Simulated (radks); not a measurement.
Results of a calculation; reference values are marked as such.
Species: Nd+. Configuration: [Xe] 4f4 6s1.

Code: a radial shooting solver on a logarithmic mesh with Libxc functionals. Model: scalar-relativistic Kohn-Sham, exchange-only B88, spin-polarised, spherical densities, point nucleus; open shells are filled with parallel spins first (spin-orbit coupling, left out, can overturn this in heavy ions).

Energy parts (eV):
part                  energy
total             -261816.81
kinetic            278759.14
electron-nucleus  -635711.99
Hartree            101117.01
exchange            -5980.97

Orbitals (lengths in bohr, moments of r in powers of bohr; r(max) is where P^2 peaks):
| orbital | occ. | eigenvalue (eV) | r(max) | <r^2> | <1/r> |
|---|---|---|---|---|---|
| 1s up | 1 | -43413.72 | 0.01510 | 0.0007597 | 66.06 |
| 1s down | 1 | -43413.71 | 0.01510 | 0.0007597 | 66.06 |
| 2s up | 1 | -7025.422 | 0.08549 | 0.01203 | 15.26 |
| 2s down | 1 | -7025.409 | 0.08549 | 0.01203 | 15.26 |
| 2p up | 3 | -6280.877 | 0.06891 | 0.009622 | 14.39 |
| 2p down | 3 | -6280.868 | 0.06891 | 0.009622 | 14.39 |
| 3s up | 1 | -1527.714 | 0.2438 | 0.08108 | 5.561 |
| 3s down | 1 | -1526.611 | 0.2437 | 0.08100 | 5.564 |
| 3p up | 3 | -1292.957 | 0.2388 | 0.08113 | 5.254 |
| 3p down | 3 | -1291.860 | 0.2387 | 0.08103 | 5.257 |
| 3d up | 5 | -967.1517 | 0.1961 | 0.06885 | 4.986 |
| 3d down | 5 | -966.3023 | 0.1960 | 0.06873 | 4.990 |
| 4s up | 1 | -308.4441 | 0.5651 | 0.4165 | 2.327 |
| 4s down | 1 | -305.3409 | 0.5649 | 0.4160 | 2.328 |
| 4p up | 3 | -231.5957 | 0.5899 | 0.4709 | 2.143 |
| 4p down | 3 | -228.4610 | 0.5896 | 0.4704 | 2.144 |
| 4d up | 5 | -122.4078 | 0.6187 | 0.5811 | 1.872 |
| 4d down | 5 | -119.2351 | 0.6181 | 0.5811 | 1.873 |
| 4f up | 4 | -7.5170 | 0.6632 | 1.693 | 1.251 |
| 4f down | 0 | -4.6970 | 0.6641 | 1.960 | 1.217 |
| 5s up | 1 | -46.1255 | 1.316 | 2.425 | 0.9019 |
| 5s down | 1 | -43.9450 | 1.326 | 2.473 | 0.8904 |
| 5p up | 3 | -27.6050 | 1.492 | 3.378 | 0.7588 |
| 5p down | 3 | -25.8229 | 1.509 | 3.444 | 0.7477 |
| 6s up | 1 | -8.2482 | 3.568 | 18.19 | 0.3108 |

The highest occupied level is 4f up at -7.517 eV. For comparison, the ionisation energy in NIST's Atomic Spectra Database is 10.78 eV (semi-empirical). In exact Kohn-Sham theory the highest level is minus the ionisation energy, but local and semilocal functionals leave it too shallow, through self-interaction and a potential that decays too fast; potentials with the right tail come closer. Spin moment in Bohr magnetons: 5. Summed over all electrons, <r^2> = 61.21 bohr^2, which gives a Langevin (diamagnetic) susceptibility term of -48.5 x 10^-6 cm^3/mol.
